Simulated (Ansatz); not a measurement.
Reaction (redistribution): `[AlH2][Cl]` + `N[SiH]([SiH3])[SnH3]` → `N[SiH]([AlH2])[SiH3]` + `[Cl][SnH3]`

Program: Ansatz. Geometries: PBE0-D4/def2-TZVP. ΔE: electronic, gas phase. CBS: MP2 limit from def2 TZ/QZ plus the TZ coupled-cluster correction, frozen cores. This one scheme is used for every species. DFT in def2-TZVPP. B3LYP here is the variant with VWN-RPA as its local correlation; programs differ in this. Elements past krypton have def2 core potentials. For Sn outer-core shells are correlated without core-valence functions, which leaves a few kJ/mol of doubt a bond. Each species was taken in one conformer, which may not be the lowest.

Question: Is it downhill or uphill in electronic energy at CCSD(T)/CBS, and by how much? (Estimate.)

Answer: Ansatz gave: Uphill: ΔE = +1.17 eV.

Question: What do these levels give: PBE-D4, r2SCAN-D4, PBE0-D4, ωB97X-V, ωB97M-V, B2PLYP, r2SCAN, PBE0, B3LYP, SCS-MP2/def2-TZVPP, MP2/def2-QZVPP, CCSD/CBS(def2)? (An estimate is asked.)

Answer: Computed: PBE-D4 1.06, r2SCAN-D4 1.13, PBE0-D4 1.09, ωB97X-V 1.10, ωB97M-V 1.18, B2PLYP 1.15, r2SCAN 1.13, PBE0 1.07, B3LYP 1.09, SCS-MP2/def2-TZVPP 1.19, MP2/def2-QZVPP 1.26, CCSD/CBS(def2) 1.16 eV.

Largest T1 diagnostic among the species: 0.013.

From PBE to PBE0 (25 % exact exchange), in def2-TZVPP and without D4, ΔE moves by +0.03 eV. In def2-TZVPP, CCSD(T) changes the Hartree–Fock value by +0.09 eV (the triples alone add +0.00 eV) and MP2 by +0.19 eV. The D4 term adds +0.03 eV with B3LYP and +0.02 eV with PBE0; it sums over pairs of atoms, weighted by their polarisabilities, and B3LYP, whose exchange is more repulsive, gets the larger term.
